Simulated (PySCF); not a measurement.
# Radial density of Au⁷⁴⁺ (gold, charge +74)

B97-3, [He] 2s2 2p1, 2P determinant. Computed with PySCF 2.14 in an even-tempered Gaussian basis (18 s from 54 bohr⁻², ratio 2.2; 13 p from 70 bohr⁻², ratio 2.2; 5 d from 260 bohr⁻², ratio 2.4; 5 f from 390 bohr⁻², ratio 2.4; 4 g from 580 bohr⁻², ratio 2.4), with scalar relativity by spin-free X2C-1e.

| r (bohr) | 4πr²ρ (e/bohr) | 4πr²(ρα − ρβ) |
| --- | --- | --- |
| 0.0137 | 92.72 | 2.4099 |
| 0.0231 | 51.05 | 7.4614 |
| 0.0388 | 40.94 | 14.5687 |
| 0.0653 | 43.52 | 12.6928 |
| 0.110 | 10.67 | 2.7848 |
| 0.185 | 0.2095 | 0.0585 |
| 0.311 | 9.527e-05 | 0.0000 |

Densities and radii are taken from the X2C orbitals without a picture-change correction, which distorts them close to the nucleus.

Spin-orbit coupling, absent here, splits the open shell strongly.
